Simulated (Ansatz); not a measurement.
This geometry of CH$_{5}$FOSSiTe (11 atoms, charge 0, multiplicity 1) is a first-order saddle point.

All numbers below come from RKS B3LYP-D4/def2-SVP in Ansatz 0.2.0.

```xyz
11
Properties=species:S:1:pos:R:3
O -2.634 -0.730 -0.001
Si -0.976 -0.742 -0.114
Te -0.492 0.138 -2.422
S -0.196 0.513 1.484
C 1.407 0.978 0.740
F 2.148 -0.121 0.371
H -3.042 -0.723 0.874
H -0.418 -2.113 0.020
H 1.085 -0.401 -2.288
H 1.950 1.546 1.510
H 1.235 1.598 -0.154
```

**Question.** Which two structures does it join? (They come from a converged band through this point; their orientation in space is the band's.)

**Answer.** No bond is made or broken. The dihedral H7–O1–Si2–Te3 goes from -72 to 64°.

First end point:

```xyz
11
Properties=species:S:1:pos:R:3
O -2.593 -0.952 0.264
Si -0.954 -0.942 -0.008
Te -0.512 -0.018 -2.329
S -0.034 0.249 1.563
C 1.385 0.993 0.690
F 2.256 0.047 0.205
H -3.020 -0.096 0.399
H -0.527 -2.356 0.078
H 1.134 -0.208 -2.124
H 1.901 1.618 1.435
H 1.030 1.608 -0.152
```

Last end point:

```xyz
11
Properties=species:S:1:pos:R:3
O -2.539 -0.629 0.458
Si -0.932 -0.591 0.038
Te -0.625 0.395 -2.280
S -0.114 0.667 1.583
C 1.527 1.007 0.854
F 2.241 -0.142 0.622
H -3.116 -1.191 -0.076
H -0.320 -1.947 0.003
H 0.474 -0.802 -2.670
H 2.059 1.631 1.589
H 1.410 1.546 -0.099
```

**Question.** How far does it lie above each of them?

**Answer.** 6.6 kJ/mol above the first and 4.0 kJ/mol above the second. This is the barrier of this one path; another mechanism may lie lower.

The run took 6.6 min on 2 threads of AMD EPYC 7B13 (Zen 3), on a shared host, peak memory 0.41 GiB.
